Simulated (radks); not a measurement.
The numbers below are computed, except where a source is named.
Neutral chromium, 24 electrons, occupied as [Ar] 3d5 4s1. Level of theory: scalar-relativistic Kohn-Sham, r2SCAN, spin-polarised, spherical densities, finite nucleus; open shells are filled with parallel spins first; meta-GGA in the generalised Kohn-Sham scheme; Fermi nuclear charge, rms radius 3.6452 fm (a radial shooting solver on a logarithmic mesh with Libxc functionals). Some entries of the table are withheld. Estimate them.

| orbital | occ. | eigenvalue (hartree) | r(max) (bohr) |
|---|---|---|---|
| 1s down | 1 | -216.8753 | 0.04161 |
| 1s up | 1 | -216.8746 | 0.04161 |
| 2s up | 1 | -24.79239 | 0.2432 |
| 2s down | 1 | -24.71700 | 0.2430 |
| 2p up | 3 | -20.77327 | 0.1979 |
| 2p down | 3 | -20.71551 | 0.1977 |
| 3s up | 1 | (1) | 0.7765 |
| 3s down | 1 | (2) | 0.7774 |
| 3p up | 3 | -1.76561 | 0.7990 |
| 3p down | 3 | -1.55747 | 0.8006 |
| 4s up | 1 | -0.17343 | 2.688 |
| 3d up | 5 | -0.14225 | (3) |
| 4p up | 0 | -0.03897 | 3.559 |

Answer. 
(1) 3s up eigenvalue (hartree): -2.85742
(2) 3s down eigenvalue (hartree): -2.65073
(3) 3d up r(max) (bohr): 0.8421
